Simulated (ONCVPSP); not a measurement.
**Transferability test, ONCV potential for Zr (Z = 40)**

ONCVPSP 4.0.1 input, shortened (lines: element, Z, core and valence counts, functional; n l f; lmax; l rc ep ncon nbas qcut; lloc lpopt rc5 dvloc0; l nproj debl; icmod fcfact rcfact), LDA (Perdew-Wang 92), scalar-relativistic:

```
  Zr 40.00    6    4  -001012      upf
    1    0    2.00
    2    0    2.00
    2    1    6.00
    3    0    2.00
    3    1    6.00
    3    2   10.00
    4    0    2.00
    4    1    6.00
    4    2    2.00
    5    0    1.50
    2
    0    1.90    0.00    4    7    7.40
    1    1.40    0.00    4    8    6.40
    2    2.20    0.00    4    9    7.30
    4    5    1.30    0.00
    0    2    0.80
    1    2    1.60
    2    2    2.30
    2    0.50    0.85
```

Energies are relative to the spin-unpolarised reference configuration 4s2 4p6 4d2 5s1.5; without spin polarisation the order of configurations can differ from experiment.

(1) Give the all-electron excitation energy and the error of the potential for: 4s2 4p6 4d2 5s2; 4s2 4p6 4d2 5s1; 4s2 4p6 4d2 5s0; 4s2 4p6 4d0 5s0.

Levels in the configuration 4s2 4p6 4d0 5s0:

```json
{"level": "4s", "all-electron (eV)": "-95.673", "pseudo (eV)": "-95.635"}
{"level": "4p", "all-electron (eV)": "-72.933", "pseudo (eV)": "-72.880"}
```

Results:

(1)

```tsv
valence configuration	charge	ΔE all-electron (eV)	error AE − PS (meV)
4s2 4p6 4d2 5s2	0	-2.968	+0.3
4s2 4p6 4d2 5s1	+1	4.377	-0.7
4s2 4p6 4d2 5s0	+2	17.612	-3.9
4s2 4p6 4d0 5s0	+4	74.811	+25
```
